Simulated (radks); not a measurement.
Results of a calculation; reference values are marked as such.
The mean radii <r> (bohr) of the occupied orbitals of an atom or ion are listed with their occupations. Level of theory: scalar-relativistic Kohn-Sham, r2SCAN, spin-polarised, spherical densities, finite nucleus; meta-GGA in the generalised Kohn-Sham scheme; Fermi nuclear charge, rms radius of each element as measured or else 0.836 A^(1/3) + 0.57 fm (a radial shooting solver on a logarithmic mesh with Libxc functionals).

orbital  occ.      <r>
1s up       1  0.03518
1s down     1  0.03518
2s up       1   0.1529
2s down     1   0.1526
2p up       3   0.1333
2p down     3   0.1330
3s up       1   0.3963
3s down     1   0.3980
3p up       3   0.3898
3p down     3   0.3918
3d up       3   0.3549

Name the element and its charge. Open shells, if any, are filled with parallel spins first.

Answer. Z = 42, molybdenum, charge +21: Mo21+ in [Ar] 3d3. The 1s radius gives Z: for a bare nucleus <r> = (2 gamma + 1)/(2Z) with gamma = sqrt(1 - (Z/c)^2), 0.03457 bohr for Z = 42, and screening makes it slightly larger (0.03518 here). The occupations add up to 21, and the charge is Z minus that.
